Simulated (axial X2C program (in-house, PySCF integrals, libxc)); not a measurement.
## OPmS⁻: the levels of the configuration f(δφ)4 f(π)0

Computed with an in-house all-electron X2C program for linear molecules (integrals from PySCF): two-component X2C with atomic mean-field Coulomb and Gaunt terms, basis O dyall-v3z, Pm dyall-v3z, S dyall-v3z (cores contracted in-house). Orbitals come from Hartree–Fock averaged over the configuration Pm f(δφ)4 f(π)0; CI then distributes these electrons over the f(δφ), f(π) shells of Pm.

O–Pm–S held linear, bonds 1.799 and 2.150 Å (the second held) (near the minimum of the configuration average).

Active spinors (ω > 0):

```csv
shell,ω,ε (eV),character
f(δφ),3/2,-1.20,97% Pm f
f(δφ),5/2,-0.44,100% Pm f
f(δφ),7/2,0.95,100% Pm f
f(δφ),5/2,1.34,100% Pm f
f(π),1/2,9.50,"77% Pm f, 8% Pm p, 6% Pm d"
f(π),3/2,9.51,"77% Pm f, 9% Pm p, 7% Pm d"
```

Lowest levels of this model:

```
 Ω  energy (cm⁻¹)     g∥  configuration
 5              0  13.82    100% f(δφ)4
 0           8318   0.00    100% f(δφ)4
 6           9001  13.95    100% f(δφ)4
 1          10883   2.90    100% f(δφ)4
10          11633  21.84    100% f(δφ)4
 4          12563   9.83    100% f(δφ)4
 5          12635  11.81    100% f(δφ)4
 0          12821   0.00    100% f(δφ)4
 5          16044  10.00    100% f(δφ)4
 2          16114   5.49    100% f(δφ)4
 0          16455   0.00    100% f(δφ)4
 1          16794   1.05    100% f(δφ)4
 1          19337   2.27    100% f(δφ)4
 4          19510   8.01    100% f(δφ)4
 6          21139  12.05    100% f(δφ)4
 0          21996   0.00    100% f(δφ)4
 2          22124   4.74    100% f(δφ)4
 7          24450  14.16    100% f(δφ)4
 0          25358   0.00    100% f(δφ)4
 4          26240   9.68    100% f(δφ)4
 1          26273   2.26    100% f(δφ)4
 3          26453   5.84    100% f(δφ)4
 2          26628   2.28    100% f(δφ)4
```

g∥ is the magnitude of 2⟨Lz + ge Sz⟩ for the +Ω component.

Problem. From Ω and g∥ of the lowest level, whose 2⟨Lz + ge Sz⟩ is positive, find ⟨Sz⟩ and ⟨Lz⟩ (ge = 2.0023).

Solution. Ω = ⟨Lz⟩ + ⟨Sz⟩ = 5 and ⟨Lz⟩ + ge⟨Sz⟩ = 6.910, so ⟨Sz⟩ = 1.91 and ⟨Lz⟩ = 3.09.

Occupations of the active spinors in the lowest level by ω, shell by shell in order of energy: -7/2: 0.00; -5/2: 0.07 0.93; -3/2: 0.00 0.00; -1/2: 0.00; 1/2: 0.00; 3/2: 1.00 0.00; 5/2: 0.99 0.01; 7/2: 1.00. The leading determinant has weight 0.93 among 24.

This point took 3 s on 1 thread of Arm Neoverse V2 (shared host).

There is no dynamic correlation: spin–orbit spacings and, for f shells, spacings inside one term are the most reliable numbers, splittings between terms come out too wide, and energies between configurations are not reliable, so the lowest level need not be the ground state of the molecule. At most 6 roots were kept for each Ω > 0 (twice that for Ω = 0) within 3.5 eV of the lowest, so higher up levels can be missing between those listed; levels with Ω > 0 are doubly degenerate and listed once, Ω = 0 levels singly. States that fill the shells left empty in the average are placed too high. For an anion, levels above electron detachment are held by the basis set. Along the bond the averaged SCF switches between close solutions, so this one may not be the lowest. The molecule was held linear; bending was not examined.
